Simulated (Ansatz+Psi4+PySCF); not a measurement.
# doublet BeH₂(+): levels of theory in one basis

```json
{"atom": "H", "x (Å)": "0.0000", "y (Å)": "0.0000", "z (Å)": "0.0045"}
{"atom": "Be", "x (Å)": "0.0000", "y (Å)": "0.0000", "z (Å)": "1.3300"}
{"atom": "H", "x (Å)": "0.0000", "y (Å)": "0.0000", "z (Å)": "2.6555"}
```

Basis set: cc-pVTZ on H; cc-pCVTZ on Be (spherical functions). All electrons are correlated. Correlation on ROHF uses semicanonical orbitals with singles. Charge 1, multiplicity 2.

Computed with Ansatz (development build ahead of 0.2.0) and Psi4 1.11; each method stands on the lowest determinant of its kind that the runs found.

| method | E − E(ROHF) (eV) | <S²> of the determinant |
| --- | --- | --- |
| ROHF | 0.00 | 0.75 |
| UHF | -0.11 | 0.82 |
| ROHF-MP2 | -2.01 | – |
| UHF-MP2 | -2.13 | 0.82 |

Caution for ROHF, ROHF-MP2: the determinant breaks the point group. Caution for ROHF-MP2, UHF-MP2: MP2 on this radical cation hangs on the determinant chosen. Caution for ROHF-MP2: another reference gives a lower total.
